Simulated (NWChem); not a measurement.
## Correlation energy of H$_{3}$OSi

```xyz
5

O     -1.1796    -0.2168     0.0000
Si     0.4699     0.0980     0.0000
H      0.9144     0.8281     1.2237
H      0.9144     0.8281    -1.2237
H      1.0298    -1.2931     0.0000
```
Charge 0, spin multiplicity 2.

Everything below was run with NWChem. All single points use one geometry, from UPBE0/def2-SVP, a minimum by its harmonic frequencies.

Basis set: def2-SVP. Each correlation energy counts from its own Hartree-Fock reference.

The correlated methods keep 6 core orbitals frozen. The structure started from a generated list of species. The unpaired electrons of the parent sit in orbitals of symmetry a' (Cs labels of the run); other states weren't searched. No SCF solution was tested for a lower state. Open-shell Hartree-Fock references start from PBE0 orbitals. No row is a measurement; the coupled-cluster row has its own basis-set and correlation limits.

Q: For the correlation energy, CCSD on UHF gives -278.1 mHa and SCS-UMP2 gives -248.3 mHa. What do CCSD[T] on UHF, CCSD(T) on UHF, UMP2 give?

A: CCSD[T] on UHF: -283.8 mHa; CCSD(T) on UHF: -283.2 mHa; UMP2: -242.5 mHa.
